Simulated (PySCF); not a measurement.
**Excitation energy of F⁺ by level of theory**

F⁺ [He] 2s2 2p4 (3P) → F⁺ [He] 2s1 2p5 (3P), as a difference of total energies. Calculation: PySCF 2.14, in aug-cc-pCVTZ-DK with one added diffuse shell each of s, p, d, f type (8s7p5d3f, 75 functions); the spin-free X2C one-electron Hamiltonian (Gaussian nucleus). Correlated levels: valence and next inner shell: nothing frozen. The calculations carry no spin-orbit coupling.

| method | excitation energy (eV) | error (eV) |
| --- | --- | --- |
| UHF | 21.836 | +1.405 |
| MP2 (valence and next inner shell) | 20.826 | +0.395 |
| SCS-MP2 (valence and next inner shell) | 20.765 | +0.334 |
| CCSD (valence and next inner shell) | 20.585 | +0.154 |
| CCSD(T) (valence and next inner shell) | 20.494 | +0.063 |

Reference: 20.431 eV (measured; NIST levels, between the centres of gravity of the two terms).

Errors of the correlated levels include the incompleteness of this basis.
